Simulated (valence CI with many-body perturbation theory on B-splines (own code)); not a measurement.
Energy levels of Ho LXII

Calculated by configuration interaction combined with many-body perturbation theory (CI+MBPT): four valence electrons over a frozen Dirac-Fock core [He], radial functions for each j: 11 s, 11 p, 10 d, 8 f, 5 g, 2 h, with the one-electron correlation potential Σ1 (screened to all orders), the two-electron term Σ2, the three-electron term Σ3, Breit, model QED; selected single and double excitations, second order for the rest, scaled by the run's own slope (own B-spline code, finite nucleus).

The last digits are not significant, and no measured levels were compared; by estimate large intervals hold to a few tenths of a per cent, small ones and those within an open d or f shell to about a per cent. Among the levels kept, up to 910 cm⁻¹ of a level comes from second order outside the variational space, and about a tenth of that is noise between levels of different J, which matters for small intervals.

Levels 136 to 180 of 209, with energies above the lowest level, (2s^2 2p1/2^2) J=0. "Leading %" is the weight of the configuration and term that name the level; weights of strongly mixed levels are sums over their largest components and can fall short. In the jj column 3d3/2^4 stands for four electrons in 3d with j = 3/2. Lifetimes count E1, E2, E3, M1 and M2 decay at the calculated energies, and are blank where another channel may lead or the interval is too uncertain; long ones can be off by a factor of two.

```csv
No.,Configuration,Term,J,E (eV),Leading %,Leading jj,Lifetime,g
136,2s2p²3s,³S,1,10392,68,2s 2p3/2^2 3s (100 %),7.76 fs,1.944
137,2s2p²3p,³D°,3,10393,42,2s 2p3/2^2 3p1/2 (99 %),3.67 fs,1.294
138,2s2p²3s,¹P,1,10399,42,2s 2p3/2^2 3s (99 %),4.57 fs,0.975
139,2s2p²3s,³P,2,10402,62,2s 2p3/2^2 3s (99 %),15.2 fs,1.361
140,2s2p²3s,¹S,0,10420,68,2s 2p3/2^2 3s (99 %),10.8 fs,
141,2s2p²3p,³P°,0,10487,80,2s 2p3/2^2 3p1/2 (99 %),199 fs,
142,2s2p²3p,³P°,1,10487,33,2s 2p3/2^2 3p1/2 (99 %),3.56 fs,1.304
143,2s2p²3p,³P°,1,10488,50,2s 2p3/2^2 3p1/2 (99 %),3.71 fs,1.293
144,2s2p²3p,³D°,2,10489,32,2s 2p3/2^2 3p1/2 (99 %),5.87 fs,1.048
145,2p³3s,⁵S°,2,10590,53,2p1/2 2p3/2^2 3s (97 %),17.2 fs,1.567
146,2p³3s,³S°,1,10598,50,2p1/2 2p3/2^2 3s (89 %),5.13 fs,1.320
147,2p³3s,³D°,3,10609,86,2p1/2 2p3/2^2 3s (86 %),11.6 fs,1.313
148,2p³3s,¹D°,2,10621,58,2p1/2 2p3/2^2 3s (95 %),5.74 fs,1.049
149,2s2p²3p,⁵D°,4,10639,62,2s 2p3/2^2 3p3/2 (100 %),356 fs,1.380
150,2s2p²3p,³D°,3,10645,47,2s 2p3/2^2 3p3/2 (88 %),7.80 fs,1.382
151,2s2p²3p,³P°,1,10657,34,2s 2p3/2^2 3p3/2 (90 %),3.10 fs,1.513
152,2p³3p,⁵P,1,10661,45,2p1/2 2p3/2^2 3p1/2 (96 %),1.56 fs,1.645
153,2p³3s,³P°,1,10665,62,2p1/2 2p3/2^2 3s (94 %),8.12 fs,1.301
154,2p³3s,³P°,0,10667,100,2p1/2 2p3/2^2 3s (100 %),11.9 fs,
155,2p³3p,³F,2,10669,33,2p1/2 2p3/2^2 3p1/2 (96 %),1.54 fs,1.205
156,2s2p²3p,³P°,2,10684,42,2s 2p3/2^2 3p3/2 (93 %),2.91 fs,1.349
157,2p³3p,³F,3,10685,42,2p1/2 2p3/2^2 3p1/2 (95 %),1.50 fs,1.090
158,2p³3p,³P,2,10723,41,2p1/2 2p3/2^2 3p1/2 (83 %),1.78 fs,1.316
159,2s2p²3d,⁵P,2,10729,19,2s 2p3/2^2 3d3/2 (79 %),1.48 fs,1.363
160,2s2p²3d,⁵D,3,10730,26,2s 2p3/2^2 3d3/2 (91 %),1.22 fs,1.279
161,2s2p²3d,⁵P,1,10732,38,2s 2p3/2^2 3d3/2 (90 %),1.07 fs,1.732
162,2s2p²3d,³F,4,10732,38,2s 2p3/2^2 3d3/2 (97 %),1.02 fs,1.205
163,2p³3p,³D,1,10735,67,2p1/2 2p3/2^2 3p1/2 (91 %),1.63 fs,0.719
164,2s2p²3p,³P°,0,10736,60,2s 2p3/2^2 3p3/2 (99 %),97.3 fs,
165,2s2p²3p,³D°,3,10741,63,2s 2p3/2^2 3p3/2 (98 %),3.93 fs,1.244
166,2s2p²3p,³P°,2,10742,72,2s 2p3/2^2 3p3/2 (99 %),21.7 fs,1.413
167,2s2p²3p,¹P°,1,10753,48,2s 2p3/2^2 3p3/2 (94 %),2.74 fs,1.169
168,2s2p²3p,³P°,2,10753,45,2s 2p3/2^2 3p3/2 (99 %),37.8 fs,1.346
169,2s2p²3d,⁵F,5,10778,61,2s 2p3/2^2 3d5/2 (100 %),1.06 ps,1.302
170,2p³3p,³P,0,10781,64,2p1/2 2p3/2^2 3p1/2 (98 %),2.38 fs,
171,2s2p²3p,¹P°,1,10782,36,2s 2p3/2^2 3p3/2 (99 %),7.76 fs,1.196
172,2s2p²3d,³F,4,10782,53,2s 2p3/2^2 3d5/2 (98 %),110 fs,1.286
173,2s2p²3d,³P,0,10794,79,2s 2p3/2^2 3d5/2 (78 %),2.43 fs,
174,2s2p²3d,³P,1,10807,32,2s 2p3/2^2 3d5/2 (62 %),1.10 fs,1.203
175,2s2p²3d,³D,3,10811,31,2s 2p3/2^2 3d5/2 (76 %),1.12 fs,1.169
176,2s2p²3d,³P,2,10817,32,2s 2p3/2^2 3d5/2 (58 %),1.13 fs,1.222
177,2s2p²3d,³D,1,10825,37,2s 2p3/2^2 3d3/2 (60 %),1.14 fs,0.912
178,2s2p²3d,³F,2,10828,34,2s 2p3/2^2 3d3/2 (91 %),837 as,1.026
179,2s2p²3d,¹F,3,10831,33,2s 2p3/2^2 3d3/2 (79 %),1.03 fs,1.052
180,2s2p²3d,³D,1,10835,66,2s 2p3/2^2 3d3/2 (98 %),1.07 fs,0.769
```

Where two levels of one J and parity lie close, their mixing, g and order are uncertain.
